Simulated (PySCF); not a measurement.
2,3,3-trifluoroprop-1-ene (C3H3F3), SMILES FC(C(F)=C)F.

Geometry optimised at PBE0-D3(BJ)/def2-SVP. Other conformers were not sampled.

Two levels are set side by side: TDA-PBE/def2-SVPD (PySCF) and TDA-M06-2X/def2-SVPD (PySCF). Vertical, same geometry. The lowest singlet is HOMO−1→LUMO 92 % with PBE and HOMO→LUMO+1 45 %, HOMO→LUMO 44 % with the other functional; states are paired by order. Differences are taken from unrounded values.

| quantity | TDA-M06-2X | TDA-PBE | TDA-PBE minus TDA-M06-2X |
|---|---|---|---|
| lowest singlet excitation (eV) | 7.84 | 6.92 | -0.92 |
| lowest triplet excitation (TDA) (eV) | 4.73 | 4.41 | -0.32 |
| first bright state (f over 0.05) (eV) | 7.84 | 7.11 | -0.73 |
| its oscillator strength | 0.17 | 0.08 | -0.09 |

A lower first singlet is the usual sign of a functional without exact exchange. Differences between two approximate levels are no errors against the true value.

Rough cost on one machine, each run with all the roots and properties that it gave: TDA-M06-2X against TDA-PBE about 10 times.
